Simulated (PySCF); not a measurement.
A calculated (UHF, PySCF 2.14, x2c-TZVPall, the spin-free X2C one-electron Hamiltonian (Gaussian nucleus)) atom or ion has these occupied shells.

```tsv
shell	electrons	orbital energy (eV)	rms radius, mean of both spins (bohr)
1s α	1	-34735.8	0.0305
1s β	1	-34735.7	0.0305
2s α	1	-5516.2	0.124
2s β	1	-5516.1	0.124
2p α	3	-4947.7	0.111
2p β	3	-4947.6	0.111
3s α	1	-1180.0	0.326
3s β	1	-1179.9	0.326
3p α	3	-991.57	0.326
3p β	3	-991.45	0.326
3d α	5	-710.43	0.304
3d β	5	-710.38	0.304
4s α	1	-239.56	0.762
4s β	1	-239.31	0.762
4p α	3	-177.15	0.815
4p β	3	-176.87	0.815
4d α	5	-82.779	0.944
4d β	5	-82.586	0.944
5s α	1	-37.775	1.98
5s β	1	-35.062	1.98
5p α	3	-22.039	2.37
5p β	2	-20.903	2.37
```

Task: Name the element and its charge.

Result: Xe⁺ (xenon, charge +1), in [Kr] 4d10 5s2 5p5, 2P determinant.
